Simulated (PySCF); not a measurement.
# NMR data sheet: C5H7P3Si

- Formula: C5H7P3Si
- SMILES: C=Cc1pcpc([SiH3])p1
- InChI: InChI=1S/C5H7P3Si/c1-2-4-6-3-7-5(9)8-4/h2-3H,1H2,9H3
- Point group of the computed structure: C1
- Carbon signals: 5
- Proton signals: 5

Numbering as in the mapped SMILES `[CH2:1]=[CH:2][c:3]1[p:4][cH:5][p:6][c:7]([SiH3:8])[p:9]1`; H(Xn) means a hydrogen on atom n. Ha(C1) is cis to C3; Hb(C1) is trans to C3.

[PySCF 2.14: GFN2-xTB structure; NMR shieldings at PBE0/pcSseg-1/GIAO; gas phase; fast rotation and ring inversion assumed for equivalent nuclei; non-relativistic Hamiltonian; one computed conformer]

Referencing at the same level of theory: TMS for 1H (σ = 31.72 ppm) and 13C (σ = 186.93 ppm) and 29Si (σ = 349.16 ppm); 31P (σ = 318.38 ppm) against H3PO4.

```tsv
carbon	δC, type	δH (multiplicity)	HMBC from (2–3 bonds)	span of the C tensor (ppm)
C1	119.7, CH2	Ha(C1) 7.86 (m); Hb(C1) 5.77 (m)	H(C2)	212
C2	151.5, CH	7.74 (m)	Ha(C1), Hb(C1)	216
C3	203.6, C	–	H(C5), Ha(C1), H(C2), Hb(C1)	414
C5	186.6, CH	11.01 (m)	–	407
C7	197.9, C	–	H(C5), H(Si8)	423
```

Other nuclei:
| atoms | nucleus | environment | δ (ppm) | σ (ppm) |
| --- | --- | --- | --- | --- |
| H(Si8) | 1H | hydrogen on a silicon bonded to C | 5.02 | 26.70 |
| P9 | 31P | phosphorus bonded to 2 C, in a 6-membered ring | 297.0 | 21.4 |
| P6 | 31P | phosphorus bonded to 2 C, in a 6-membered ring | 290.0 | 28.3 |
| P4 | 31P | phosphorus bonded to 2 C, in a 6-membered ring | 248.3 | 70.1 |
| Si8 | 29Si | silicon bonded to C, 3 H | -61.9 | 411.1 |

1. δC 203.6, 197.9: substituted aromatic carbon.
2. δC 186.6: aromatic CH.
3. δC 151.5: alkene CH; the olefinic region.
4. δC 119.7: terminal =CH2 carbon; the olefinic region.
5. δH 11.01: hydrogen on an aromatic CH; it sits in the deshielding region of the aromatic ring current.

Splittings by 31P in the carbon and heteronuclear signals aren't shown, as no couplings were computed. Shifts are as computed. Against solution values, carbons near 30 ppm lie about +3 ppm off and those near 130 ppm about +5 ppm. Of 1211 compounds with measured shifts, 218 miss one by over three times the rms of a fit or turn the order of signals round; such compounds aren't used in these exercises. Experimental scales use liquid or dissolved standards, which lie at an offset from isolated H3PO4. Multiplicities follow the n + 1 count of equivalent neighbours, as no J values were calculated; m marks all less simple cases, F and P coupling included.
